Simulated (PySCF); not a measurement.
These compounds are isomers of formula C₆H₇N₂P.

A. SMILES C#CCn1ncpc1C
B. `C#Cc1pcnn1CC`
C. SMILES C#Cc1nn(CC)cp1
D. SMILES C(C1=CN(CC)C=P1)#N
E. SMILES C1(C)=CP=C(C#N)N1C

Spectrum 1. 1H NMR (500 MHz, computed): δ 7.96 (m, 1H), 7.73 (m, 1H), 4.10 (q, 2H), 1.48 (t, 3H). 13C{1H} NMR (computed): δ 160.5 (CH), 142.0 (CH), 122.9 (C), 121.4 (C), 51.1 (CH2), 21.6 (CH3).

Spectrum 2. 1H NMR (500 MHz, computed): δ 7.26 (m, 1H), 3.91 (s, 3H), 2.48 (s, 3H). 13C{1H} NMR (computed): δ 146.0 (C), 141.8 (C), 138.5 (CH), 120.7 (C), 36.3 (CH3), 18.1 (CH3).

Spectrum 3. 1H NMR (500 MHz, computed): δ 8.57 (m, 1H), 5.23 (d, 2H), 3.00 (m, 3H), 1.87 (t, 1H). 13C{1H} NMR (computed): δ 178.4 (C), 165.9 (CH), 82.6 (C), 81.9 (CH), 44.0 (CH2), 17.1 (CH3).

Spectrum 4. 1H NMR (500 MHz, computed): δ 8.75 (m, 1H), 4.69 (q, 2H), 3.96 (s, 1H), 1.51 (t, 3H). 13C{1H} NMR (computed): δ 167.2 (CH), 157.1 (C), 103.7 (CH), 80.0 (C), 51.3 (CH2), 18.1 (CH3).

Spectrum 5. 1H NMR (500 MHz, computed): δ 8.56 (m, 1H), 4.39 (q, 2H), 3.20 (s, 1H), 1.47 (t, 3H). 13C{1H} NMR (computed): δ 164.0 (C), 163.4 (CH), 92.5 (CH), 83.6 (C), 53.5 (CH2), 20.2 (CH3).

Computed data (PySCF 2.14.0 with density-fitted response routines): coordinates at the GFN2-xTB level, shieldings: GIAO PBE0/pcSseg-1. No solvent, single conformer, fast rotation and ring inversion assumed for equivalent nuclei, non-relativistic Hamiltonian.

References, each an isolated molecule treated in the same way: 1H (σ = 31.72 ppm), 13C (σ = 186.93 ppm) vs TMS. Splittings of carbon signals by F and P are missing where no couplings were computed. Where no couplings were computed, multiplicities follow the n + 1 count of equivalent neighbours, and m marks all less simple cases (inequivalent or close neighbours, rings, F or P nearby). Shifts are as computed. Against solution values, carbons near 30 ppm lie about +3 ppm off and those near 130 ppm about +5 ppm. Of 1211 compounds with measured shifts, 218 miss one by over three times the rms of a fit or turn the order of signals round; such compounds aren't used in these exercises.

Which spectrum belongs to which compound?

Results:

1–D, 2–E, 3–A, 4–B, 5–C.

- Spectrum 1 (D): 6 13C signals; δC 160.5 is an aromatic CH next to a ring nitrogen; δC 142.0 is an aromatic CH next to a ring nitrogen.
- Spectrum 2 (E): 6 13C signals; δC 138.5 is an aromatic CH; δC 120.7 is a nitrile carbon.
- Spectrum 3 (A): 6 13C signals; δC 165.9 is an aromatic CH next to a ring nitrogen; δC 82.6 is an alkyne carbon.
- Spectrum 4 (B): 6 13C signals; δC 167.2 is an aromatic CH next to a ring nitrogen; δC 103.7 is a terminal alkyne carbon.
- Spectrum 5 (C): 6 13C signals; δC 163.4 is an aromatic CH next to a ring nitrogen; δC 92.5 is a terminal alkyne carbon.
